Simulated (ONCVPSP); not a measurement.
**Before and after: ONCV potential for titanium**

- Element: Ti
- Generator: ONCVPSP 4.0.1
- Type: optimised norm-conserving Vanderbilt (ONCV)
- Functional: revPBE
- Relativity: fully relativistic
- Frozen core: [Ne]
- Valence charge: 12
- Reference configuration: 3s2 3p6 3d2 4s1 (charge +1)
- Partial waves: 3s+4s: rc 2.00 bohr, ncon 4, nbas 9, qcut 6.9 1/bohr, 2 projectors; 3p: rc 1.45 bohr, ncon 4, nbas 7, qcut 9.3 1/bohr, 1 projector; 3d: rc 2.30 bohr, ncon 4, nbas 8, qcut 7.6 1/bohr, 2 projectors, debl 2.1 Ha
- Local potential: polynomial inside 0.90 bohr (lpopt 5, dvloc0 0 Ha)
- Core correction: Teter function, fcfact 5.5, rcfact 1.1

Open shells are filled in proportion to 2j + 1.

All-electron outer shells of the reference configuration (revPBE, scalar-relativistic, ld1.x):

```tsv
shell	level (eV)	outermost node (bohr)	outermost maximum (bohr)
2p	-451.44	–	0.22
3s	-69.95	0.40	0.87
3p	-46.14	0.37	0.90
3d	-11.29	–	0.98
4s	-10.24	1.24	2.78
```

Change: local potential polynomial inside 0.90 bohr (lpopt 5, dvloc0 -2.5 Ha).

Cutoffs: the cutoffs (Ha) at which the residual kinetic energy of the hardest occupied pseudo-wave falls to 1 and 0.1 mHa per electron; they do not see the model core or the augmentation charge, which bear on the density cutoff. Errors are all-electron minus pseudo energies relative to the spin-unpolarised reference configuration.

Task: What does the change do?

Result: The potential gets neither clearly harder nor softer (20 Ha and 25 Ha → 20 Ha and 25 Ha); the errors of the 4 common tests hardly move; the range in which the d5/2 phases agree narrows (upper end 4.5 → 3.5); the range in which the d3/2 phases agree narrows (upper end 4.5 → 3.5); neither file shows a bound ghost.

```csv
quantity,base,changed
"cutoff, loose",20 Ha,20 Ha
"cutoff, tight",25 Ha,25 Ha
bound ghosts,none,none
GHOST(+) flags under 300 eV,none,none
"error for 3s2 3p6 3d2 4s2, meV [ΔE -7.28 eV]",+0.4,+0.5
"error for 3s2 3p6 3d2 4s0, meV [ΔE 13.43 eV]",-2.1,-1.9
"error for 3s2 3p6 3d1 4s0, meV [ΔE 40.29 eV]",+181,+181
"error for 3s2 3p6 3d3 4s0, meV [ΔE 0.01 eV]",+67,+68
s: phases at 2.03 bohr within 0.05 rad from the reference energy up to (Ha; the scan ends near 5),3.7,3.4
p3/2: phases at 1.47 bohr within 0.05 rad from the reference energy up to (Ha; the scan ends near 5),1.5,1.5
p1/2: phases at 1.47 bohr within 0.05 rad from the reference energy up to (Ha; the scan ends near 5),1.5,1.4
d5/2: phases at 2.33 bohr within 0.05 rad from the reference energy up to (Ha; the scan ends near 5),4.5,3.5
d3/2: phases at 2.33 bohr within 0.05 rad from the reference energy up to (Ha; the scan ends near 5),4.5,3.5
"rms error of d²Exc/dni dnj with the model core, mHa",6.17,6.17
```
